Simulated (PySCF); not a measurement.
SMILES OC[SiH2]c1ccco1 at its GFN2-xTB optimised geometry (Å):

```
16

O      3.3856    -1.6082    -0.0895
C      1.9649    -1.5533    -0.0601
Si     1.3514     0.2572     0.0000
C     -0.5189     0.2572     0.0000
C     -1.4714    -0.7290     0.0030
C     -2.7277    -0.0854     0.0045
C     -2.4561     1.2493     0.0027
O     -1.1351     1.4650     0.0000
H      3.6940    -1.1439    -0.8734
H      1.5543    -2.1093    -0.9133
H      1.6822    -2.0998     0.8406
H      1.8842     0.9197     1.1931
H      1.8527     0.9441    -1.2038
H     -1.2871    -1.7843     0.0048
H     -3.6940    -0.5467     0.0065
H     -3.0972     2.1093     0.0027
```

Calculation: PBE0/def2-TZVP in PySCF.

Map of the log10 of the electron density (e/bohr³), floored at −4 on the plane z = 0.8 Å:

```
|00000000000000000000000000000|
|00000000000000000000000000000|
|00000000000000000000000000000|
|00000000000000000000000000000|
|00000000000000000000000000000|
|00000000000000000000000000000|
|00000011100000000000000000000|
|00000233322222100000000000000|
|00001345544444211222100000000|
|00002456666665423344320000000|
|00002467777876444565431000000|
|00002467777886556787642000000|
|00012467876777667888642100000|
|00023567776677777888643100000|
|00024577877777777777543210000|
|00134677777777666676544431000|
|00024566677776555676666543100|
|00023445567765445777677653100|
|00001233456664346898777753100|
|00000011245553236898666653100|
|00000000123432235677555432000|
|00000000011211123555433321000|
|00000000000000002333211100000|
|00000000000000000010000000000|
|00000000000000000000000000000|
|00000000000000000000000000000|
|00000000000000000000000000000|
|00000000000000000000000000000|
|00000000000000000000000000000|
```
Scale: ten equal steps from -4.00 (start of '0') to -0.415 (end of '9'), in the order '0123456789'; x runs from -6.00 to 6.00, y from -6.00 (bottom) to 6.00 (top).
